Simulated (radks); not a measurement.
Results of a calculation; reference values are marked as such.
Ionisation of Tm7+, [Kr] 4d10 4f11 5s2 5p3, to Tm8+, [Kr] 4d10 4f11 5s2 5p2, under several functionals. Scalar-relativistic Kohn-Sham, spin-polarised, spherical densities, finite nucleus; open shells are filled with parallel spins first (spin-orbit coupling, left out, can overturn this in heavy ions); a radial shooting solver on a logarithmic mesh with Libxc functionals.

functional            E(Tm7+) (hartree)  Exc (hartree)  IE (eV)  -e(HOMO) (eV)  <r> HOMO (bohr)  IE error (eV)
exchange-only r2SCAN        -13549.9310      -278.1608   131.62         106.33           0.6822           -1.4
r2SCAN                      -13553.6950      -281.9683   132.77         108.25           0.6823           -0.2
SCAN                        -13554.2705      -282.6223   132.15         108.21           0.6828           -0.9
MS2 meta-GGA                -13551.8289      -280.5869   131.67         108.46           0.6834           -1.3

NIST Atomic Spectra Database: 133 eV (theoretical). Closest: r2SCAN. The Delta-SCF values span 1.15 eV, the total energies 4.34 hartree. The highest occupied level is 4f. Open shells are spherical and high-spin; term and fine-structure splittings are not resolved. Spin-orbit splitting is averaged out at the scalar-relativistic level.
